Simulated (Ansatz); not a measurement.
The inner images of a band of BrH + GeH4O (8 atoms, charge 0, multiplicity 1) are given out of order.

Computed with RKS B3LYP-D4/def2-SVP (Ansatz 0.2.0).

First end point:

```xyz
8
Properties=species:S:1:pos:R:3
Ge -0.200 0.221 -0.113
O 0.028 -0.126 1.656
H -0.798 -0.207 2.151
H 1.234 0.336 -0.639
H -0.976 1.547 -0.241
H -0.978 -0.938 -0.766
Br 1.833 -2.765 1.904
H 1.046 -1.533 1.929
```

Last end point:

```xyz
8
Properties=species:S:1:pos:R:3
Ge 0.424 -0.142 -0.424
O -0.704 -0.330 2.512
H -1.136 -1.191 2.416
H 1.013 -0.082 -1.847
H 0.476 1.230 0.253
H -0.969 -0.782 -0.442
Br 1.862 -1.589 0.752
H 0.221 -0.579 2.660
```

Problem. Put them in order from the first end to the last, with their energies above the first end.
A.
```xyz
8
Properties=species:S:1:pos:R:3
Ge 0.163 -0.370 -0.373
O 0.148 0.127 2.499
H -0.797 -0.072 2.557
H 1.399 0.398 -0.849
H -0.841 0.612 0.253
H -0.600 -1.173 -1.432
Br 1.158 -2.233 0.768
H 0.557 -0.754 2.457
```
B.
```xyz
8
Properties=species:S:1:pos:R:3
Ge -0.010 -0.023 -0.079
O 0.093 -0.104 1.849
H -0.747 -0.062 2.338
H 1.394 0.301 -0.574
H -0.927 1.216 -0.086
H -0.732 -1.218 -0.702
Br 1.479 -2.481 1.177
H 0.638 -1.093 1.958
```
C.
```xyz
8
Properties=species:S:1:pos:R:3
Ge -0.085 0.091 -0.043
O 0.056 -0.048 1.790
H -0.786 -0.046 2.270
H 1.350 0.329 -0.521
H -0.991 1.319 -0.209
H -0.725 -1.172 -0.643
Br 1.551 -2.581 1.361
H 0.819 -1.356 1.875
```
D.
```xyz
8
Properties=species:S:1:pos:R:3
Ge 0.287 -0.369 -0.636
O -0.242 0.121 2.887
H -0.982 -0.496 2.971
H 1.407 0.353 -1.403
H -0.444 0.535 0.359
H -0.661 -1.101 -1.601
Br 1.330 -2.042 0.648
H 0.494 -0.466 2.656
```
E.
```xyz
8
Properties=species:S:1:pos:R:3
Ge 0.073 -0.171 -0.101
O 0.098 -0.067 1.962
H -0.768 -0.023 2.401
H 1.410 0.307 -0.665
H -0.871 1.069 0.002
H -0.745 -1.246 -0.826
Br 1.436 -2.380 0.953
H 0.557 -0.953 2.154
```
F.
```xyz
8
Properties=species:S:1:pos:R:3
Ge 0.387 -0.238 -0.571
O -0.537 -0.126 2.731
H -1.118 -0.883 2.885
H 1.289 0.176 -1.746
H 0.036 0.935 0.344
H -0.853 -1.001 -1.062
Br 1.653 -1.780 0.679
H 0.331 -0.545 2.621
```
G.
```xyz
8
Properties=species:S:1:pos:R:3
Ge -0.151 0.181 -0.069
O 0.043 -0.043 1.728
H -0.796 -0.084 2.209
H 1.284 0.395 -0.558
H -1.037 1.423 -0.284
H -0.804 -1.077 -0.671
Br 1.686 -2.755 1.633
H 0.964 -1.505 1.892
```

Solution. G (+0.2 kcal/mol), C (+2.9 kcal/mol), B (+9.5 kcal/mol), E (+11.7 kcal/mol), A (-1.0 kcal/mol), D (-7.3 kcal/mol), F (-8.1 kcal/mol).

The run took 9.3 min on 2 threads of Intel(R) Xeon(R) Platinum 8259CL CPU @ 2.50GHz (Skylake/Cascade Lake), on a shared host, peak memory 0.29 GiB.
